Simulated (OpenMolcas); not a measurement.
# 4f⁶ along the 60-electron sequence

| Item | Value |
| --- | --- |
| Program | OpenMolcas |
| Method | MS-CASPT2, IPEA 0.25 Eh, imaginary shift 0.1 Eh |
| Basis | ANO-RCC-VQZP |
| Scalar Hamiltonian | DKH2, point nucleus |
| Spin-orbit coupling | state interaction with AMFI integrals over the reference wave functions, term energies averaged over their components |

Active space for each ion: 6 electrons in 7 orbitals (4f); closed shells correlated by CASPT2: 5s 5p.

Computed levels in cm-1 above ⁷F₀:

```tsv
Level	Sm2+	Eu3+	Gd4+
⁷F₁	356	427	540
⁷F₂	972	1171	1465
⁷F₃	1750	2120	2630
⁷F₄	2620	3190	3930
⁷F₅	3550	4330	5300
⁷F₆	4490	5500	6700
⁵D₀(1)	13150	17050	19360
⁵D₁(1)	14470	18770	21570
⁵D₂(1)	16480	21340	24740
weight of ⁷F in the lowest level (%)	92	92	91
```

Measured, with the error of the calculation in %. Measured levels: Sm2+ from Martin, Zalubas and Hagan, Atomic Energy Levels: The Rare-Earth Elements, NSRDS-NBS 60 (1978).

```csv
Level,Sm2+
⁷F₁,293 (+21.3)
⁷F₂,814 (+19.5)
⁷F₃,1493 (+17.3)
⁷F₄,2278 (+15.1)
⁷F₅,3132 (+13.2)
⁷F₆,4027 (+11.4)
```

The fine-structure level ⁷F₆ changes by a factor of 1.49 from Sm2+ to Gd4+. Its fourth root runs 8.19, 8.61, 9.05, with steps per unit of Z of 0.43, 0.44; equal steps would mean a (Z - σ)^4 law with constant σ.

⁵D₀(1) changes by a factor of 1.47 over the same range, with steps per unit of Z of +3900, +2310 cm-1.

CASPT2 does not keep the components of a term degenerate, so their means are used; among the terms shown or strongly mixed into the levels shown the widest spread is 460 cm-1 (4f⁶ ⁷F, Sm2+). Blocks of more than 70 roots (2S+1 = 5 even, 3 even) ran without multistate coupling. High states are left out of the spin-orbit mixing, which shifts the levels that they would mix with. Computed and measured levels are paired by configuration, term and J; levels that our copy of the source lacks, or whose pairing is in doubt (as where it misses far off the trend of its configuration), stay unpaired and out of the deviations. Only configurations of the active space appear.

A number in round brackets counts repeated terms of one configuration in the order of the reference energies.
